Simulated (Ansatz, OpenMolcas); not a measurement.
# Si2NH5F (SMILES F[SiH2]N[SiH2]): methods side by side

Si2NH5F: 9 atoms, total charge 0, spin state doublet. As SMILES, `F[SiH2]N[SiH2]`. The shape is that of a PBE0-D4/def2-TZVP optimisation. This is one conformer, not always the lowest.

```xyz
9

F    -1.7782    1.2089   -1.1818
Si   -0.2880    1.1236   -0.6049
N     0.2415   -0.4914   -0.4030
Si    0.0236   -1.5336    0.9679
H     0.5763    1.7991   -1.5988
H    -0.3028    1.7798    0.7188
H     0.6004   -0.9422   -1.2345
H    -0.2463   -0.6500    2.1362
H     1.2618   -2.3407    1.1827
```

Quantity: the vertical ionisation energy (to the singlet cation), in eV. The values are calculated.

```
                                  level                    kind     program  value (eV)  CPU time (all runs)
  U-revPBE/6-31G* (spherical functions)                     GGA  OpenMolcas        7.68              1.7 min
    UM06-L/6-31G* (spherical functions)                meta-GGA  OpenMolcas        7.74              1.8 min
     UTPSS/6-31G* (spherical functions)                meta-GGA  OpenMolcas        7.80                2 min
    UB3LYP/6-31G* (spherical functions)           global hybrid      Ansatz        7.84                 21 s
     UPBE0/6-31G* (spherical functions)           global hybrid      Ansatz        7.92                 21 s
 U-wB97M-V/6-31G* (spherical functions)  range-separated hybrid      Ansatz        7.73              3.2 min
UCAM-B3LYP/6-31G* (spherical functions)  range-separated hybrid      Ansatz        7.93                 23 s
  RPA@PBE0/6-31G* (spherical functions)                     RPA      Ansatz        7.53                 30 s
```

The values span 7.53 to 7.93 eV. CPU times are rough (shared hosts, several kinds of processor and program).
